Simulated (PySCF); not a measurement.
## Electron correlation in Mn⁶⁺ (manganese, charge +6)

Starting occupation: [Ar] 3d1, 3d5/2 with m_j = +5/2. Computed with PySCF 2.14 in an even-tempered Gaussian basis (18 s from 0.27 bohr⁻², ratio 2.8; 12 p from 0.35 bohr⁻², ratio 2.8; 8 d from 0.35 bohr⁻², ratio 2.8; 4 f from 0.98 bohr⁻², ratio 3), with X2C-1e with screened-nucleus spin-orbit coupling, Gaussian nucleus. Frozen: [Ne]; 9 electrons correlated; the 72 highest virtual spinors left out.

MP2 pair energies summed by pair of shells (mhartree):

| pair | energy | share (%) |
| --- | --- | --- |
| 3p-3p | -182.10 | 61.9 |
| 3d-3p | -49.62 | 16.9 |
| 3p-3s | -45.82 | 15.6 |
| 3s-3s | -9.50 | 3.2 |
| 3d-3s | -7.03 | 2.4 |

Total MP2 correlation energy: -294.08 mhartree.

The GHF reference relaxed away from the jj start to a determinant that is no pure jj level (⟨S²⟩ = 0.75, ⟨J²⟩ = 8.75); the energies belong to that determinant.
